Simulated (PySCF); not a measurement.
Ge(F)(Cl)2(OH) (Cl2FGeHO), SMILES [OH][Ge]([F])([Cl])[Cl]. Coordinates come from a PBE-D3(BJ)/def2-SVP optimisation. This is a generated structure with no PubChem entry under its InChIKey; it may be hypothetical. The values are those of a single conformer.

Method: PBE-D3(BJ)/def2-SVP (PySCF).

Harmonic wavenumbers (cm⁻¹): 92, 135, 186, 191, 223, 237, 409, 457, 696, 731, 903, 3707. Rotational constants (GHz): 2.524, 1.690, 1.443; symmetry number 1.

Task: Work out the zero-point energy and the ideal-gas rigid-rotor harmonic-oscillator thermochemistry at 298.15 K and 1 atm.

Result: ZPE = ½ Σ hcν = ½ × 7969 cm⁻¹ = 11.39 kcal/mol. H − E(el) = 16.54 kcal/mol. Entropy in cal/(mol K): translation 41.46, rotation 28.35, vibration 17.15, total 86.96. G − E(el) = -9.38 kcal/mol. Cp = 24.02 cal/(mol K). Modes under 150 cm⁻¹ make the vibrational entropy uncertain.
